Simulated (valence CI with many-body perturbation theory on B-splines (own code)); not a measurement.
Yb³⁷⁺: electric-dipole lines

Computed by valence CI with perturbative core correlation (CI+MBPT): five valence electrons over a frozen Dirac-Fock core [Ar] 3d10, radial functions for each j: 9 s, 9 p, 8 d, 6 f, 3 g, 1 h, with the one-electron correlation potential Σ1, the two-electron term Σ2, the three-electron term Σ3, Breit, model QED; selected CI, second order for the rest (own B-spline code, finite nucleus).

No measured spectrum was set against this ion. As an estimate, large intervals hold to a few tenths of a per cent, small ones and those within an open d or f shell to about a per cent. Among the levels kept, up to 300 cm⁻¹ of a level comes from second order outside the variational space, and about a tenth of that is noise between levels of different J, which matters for small intervals.

Lines 1 to 50 of 226 in falling wavelength, among levels below 322.05 eV, chosen from the strongest by gf and those to the six lowest levels. Wavelengths and rates use the calculated energies. Electric multipoles are in the length gauge, E1 and E2 with the static RPA response of the core. Weak lines are less certain than strong ones. Lines between different terms over intervals too small for the method are left out, as are lines whose strength nearly cancels. The highest levels of a list are the least certain.

Levels are named by their leading jj configuration (3d3/2^4 stands for four electrons in 3d with j = 3/2), which in mixed levels can hold well under half, so a name can repeat and another be missing. Letters in brackets count levels of one name in rising energy.

```csv
λ vac (nm),Upper,Lower,A (s⁻¹),S (a.u.)
455.4,(4s^2 4p3/2^3) J=3/2,(4s^2 4p1/2^2 4d3/2) J=3/2,4.38e+02,8.16e-05
173.9,(4s 4p1/2^2 4p3/2^2) J=5/2,(4s^2 4p3/2^3) J=3/2,1.54e+04,2.39e-04
56.11,(4s^2 4p1/2^2 4d5/2) J=5/2,(4s^2 4p3/2^3) J=3/2,9.50e+04,4.97e-05
50.75,(4s 4p1/2^2 4p3/2^2) J=1/2,(4s^2 4p3/2^3) J=3/2,5.14e+06,6.64e-04
46.30,(4s 4p1/2^2 4p3/2^2) J=3/2,(4s^2 4p3/2^3) J=3/2,1.29e+07,2.53e-03
19.99,(4s^2 4p1/2 4p3/2 4d3/2) J=3/2 [a],(4s^2 4p3/2^3) J=3/2,3.80e+07,6.00e-04
19.95,(4s^2 4p1/2 4p3/2 4d3/2) J=5/2 [a],(4s^2 4p3/2^3) J=3/2,4.12e+07,9.70e-04
19.83,(4s^2 4p1/2 4p3/2 4d3/2) J=1/2 [a],(4s^2 4p3/2^3) J=3/2,8.80e+07,6.78e-04
19.66,(4s^2 4p1/2^2 4d3/2) J=3/2,(4s^2 4p1/2 4p3/2^2) J=1/2,1.61e+06,2.41e-05
18.75,(4s 4p1/2^2 4p3/2 4d5/2) J=3/2,(4s 4p1/2 4p3/2^3) J=3/2 [b],3.95e+08,5.14e-03
18.62,(4s 4p1/2^2 4p3/2 4d3/2) J=5/2 [a],(4s^2 4p1/2 4p3/2 4d3/2) J=3/2 [b],1.69e+09,3.23e-02
18.52,(4s 4p1/2^2 4p3/2 4d3/2) J=5/2 [b],(4s^2 4p1/2 4p3/2 4d5/2) J=7/2 [b],5.63e+08,1.06e-02
18.47,(4s 4p1/2^2 4p3/2 4d3/2) J=3/2 [a],(4s^2 4p1/2 4p3/2 4d3/2) J=1/2 [b],6.55e+08,8.15e-03
18.47,(4s 4p1/2^2 4p3/2 4d3/2) J=1/2 [a],(4s^2 4p1/2 4p3/2 4d3/2) J=1/2 [b],1.01e+09,6.26e-03
18.36,(4s 4p1/2^2 4p3/2 4d3/2) J=5/2 [b],(4s^2 4p1/2 4p3/2 4d5/2) J=5/2 [b],2.85e+08,5.22e-03
18.26,(4s 4p1/2^2 4p3/2 4d3/2) J=7/2,(4s^2 4p1/2 4p3/2 4d5/2) J=9/2,2.16e+08,5.20e-03
17.88,(4s^2 4p1/2^2 4d3/2) J=3/2,(4s^2 4p1/2 4p3/2^2) J=5/2,4.61e+08,5.20e-03
17.66,(4s 4p1/2^2 4p3/2 4d3/2) J=7/2,(4s^2 4p1/2 4p3/2 4d3/2) J=5/2 [b],3.83e+09,8.33e-02
17.42,(4s 4p1/2^2 4p3/2 4d5/2) J=5/2,(4s^2 4p1/2 4p3/2 4d5/2) J=5/2 [c],7.95e+08,1.24e-02
17.14,(4s 4p1/2 4p3/2^3) J=3/2 [a],(4s^2 4p3/2^3) J=3/2,8.11e+08,8.07e-03
17.09,(4s 4p1/2^2 4p3/2 4d5/2) J=5/2,(4s^2 4p1/2 4p3/2 4d5/2) J=3/2 [b],8.27e+08,1.22e-02
16.94,(4s 4p1/2^2 4p3/2 4d5/2) J=3/2,(4s^2 4p1/2 4p3/2 4d5/2) J=3/2 [b],6.02e+08,5.78e-03
16.78,(4s 4p1/2^2 4p3/2 4d5/2) J=7/2 [a],(4s^2 4p1/2 4p3/2 4d5/2) J=5/2 [c],1.64e+09,3.07e-02
16.67,(4s^2 4p1/2^2 4d3/2) J=3/2,(4s^2 4p1/2 4p3/2^2) J=3/2,6.39e+07,5.84e-04
16.31,(4s 4p1/2^2 4p3/2 4d5/2) J=5/2,(4s^2 4p1/2 4p3/2 4d5/2) J=5/2 [b],9.37e+08,1.20e-02
16.01,(4s^2 4p1/2 4p3/2 4d5/2) J=5/2 [a],(4s^2 4p3/2^3) J=3/2,2.64e+09,3.21e-02
15.99,(4s 4p1/2^2 4p3/2 4d3/2) J=3/2 [b],(4s^2 4p1/2 4p3/2 4d3/2) J=1/2 [b],1.15e+09,9.28e-03
15.99,(4s 4p1/2^2 4p3/2 4d5/2) J=3/2,(4s^2 4p1/2 4p3/2 4d5/2) J=1/2 [a],1.19e+09,9.61e-03
15.95,(4s 4p1/2^2 4p3/2 4d3/2) J=3/2 [b],(4s^2 4p1/2 4p3/2 4d3/2) J=3/2 [b],3.68e+09,2.95e-02
15.87,(4s 4p1/2^2 4p3/2 4d5/2) J=7/2 [a],(4s^2 4p1/2 4p3/2 4d5/2) J=7/2 [b],3.58e+09,5.65e-02
15.78,(4s 4p1/2^2 4p3/2 4d3/2) J=3/2 [b],(4s^2 4p1/2 4p3/2 4d3/2) J=5/2 [b],1.03e+09,7.98e-03
15.75,(4s 4p1/2^2 4p3/2 4d5/2) J=7/2 [a],(4s^2 4p1/2 4p3/2 4d5/2) J=5/2 [b],2.64e+09,4.08e-02
15.65,(4s 4p1/2^2 4p3/2^2) J=5/2,(4s^2 4p1/2 4p3/2^2) J=5/2,4.31e+09,4.90e-02
15.61,(4s 4p1/2^2 4p3/2 4d5/2) J=9/2,(4s^2 4p1/2 4p3/2 4d5/2) J=9/2,5.30e+09,9.95e-02
15.53,(4s 4p1/2^2 4p3/2 4d5/2) J=5/2,(4s^2 4p1/2 4p3/2 4d5/2) J=3/2 [a],2.27e+09,2.52e-02
15.46,(4s 4p1/2^2 4p3/2 4d3/2) J=5/2 [b],(4s^2 4p1/2 4p3/2 4d3/2) J=3/2 [b],1.09e+09,1.20e-02
15.43,(4s^2 4p1/2 4p3/2 4d3/2) J=5/2 [b],(4s^2 4p3/2^3) J=3/2,3.71e+08,4.03e-03
15.41,(4s 4p1/2^2 4p3/2 4d5/2) J=3/2,(4s^2 4p1/2 4p3/2 4d5/2) J=3/2 [a],1.58e+09,1.14e-02
15.38,(4s 4p1/2^2 4p3/2 4d3/2) J=5/2 [a],(4s^2 4p1/2 4p3/2 4d3/2) J=7/2,2.03e+09,2.19e-02
15.30,(4s 4p1/2^2 4p3/2 4d3/2) J=5/2 [b],(4s^2 4p1/2 4p3/2 4d3/2) J=5/2 [b],2.40e+09,2.55e-02
15.27,(4s^2 4p1/2 4p3/2 4d3/2) J=3/2 [b],(4s^2 4p3/2^3) J=3/2,2.14e+08,1.50e-03
15.23,(4s^2 4p1/2 4p3/2 4d3/2) J=1/2 [b],(4s^2 4p3/2^3) J=3/2,1.50e+09,5.23e-03
14.87,(4s 4p1/2^2 4p3/2 4d3/2) J=7/2,(4s^2 4p1/2 4p3/2 4d3/2) J=7/2,6.45e+09,8.37e-02
14.72,(4s 4p1/2^2 4p3/2^2) J=5/2,(4s^2 4p1/2 4p3/2^2) J=3/2,6.77e+09,6.39e-02
14.60,(4s 4p1/2^2 4p3/2 4d5/2) J=9/2,(4s^2 4p1/2 4p3/2 4d5/2) J=7/2 [a],1.11e+10,1.71e-01
14.59,(4s 4p1/2^2 4p3/2 4d5/2) J=7/2 [b],(4s^2 4p1/2 4p3/2 4d5/2) J=5/2 [b],4.88e+08,5.98e-03
14.54,(4s^2 4p1/2^2 4f5/2) J=5/2,(4s^2 4p1/2 4p3/2 4d5/2) J=7/2 [b],1.25e+09,1.14e-02
14.48,(4s 4p1/2^2 4p3/2 4d3/2) J=5/2 [a],(4s^2 4p1/2 4p3/2 4d3/2) J=5/2 [a],7.21e+09,6.48e-02
14.45,(4s 4p1/2^2 4p3/2 4d3/2) J=5/2 [a],(4s^2 4p1/2 4p3/2 4d3/2) J=3/2 [a],2.49e+09,2.22e-02
14.42,(4s 4p1/2^2 4p3/2 4d3/2) J=3/2 [a],(4s^2 4p1/2 4p3/2 4d3/2) J=1/2 [a],2.05e+09,1.21e-02
```
